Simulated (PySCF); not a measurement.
Correlation energy of O³⁺ (oxygen, charge +3)

[He] 2s2 2p1, 2P determinant. Computed with PySCF 2.14 in aug-cc-pVDZ-DK, with the spin-free X2C one-electron Hamiltonian (Gaussian nucleus). Frozen: 1s2; 3 electrons correlated.

MP2 pair energies summed by pair of shells (mhartree):

```json
{"pair": "2s-2s", "energy": "-33.80", "share (%)": "66.6"}
{"pair": "2s-2p", "energy": "-16.97", "share (%)": "33.4"}
```

Total MP2 correlation energy: -50.77 mhartree.

Same-spin part -2.33 and opposite-spin part -48.44 mhartree; SCS-MP2 scales them by 1/3 and 6/5 to -58.91 mhartree.

```
  level  correlation energy (mhartree)
   CCSD                         -82.13
    (T)                          -0.49
CCSD(T)                         -82.62
```

Diagnostics: T1 = 0.0053, D1 = 0.0102, largest double amplitude 0.138.

Task: Is a single reference adequate?

Result: Mostly. T1 lies below 0.03, but a double amplitude of this size points to a near-degeneracy that CCSD handles and MP2 describes poorly.
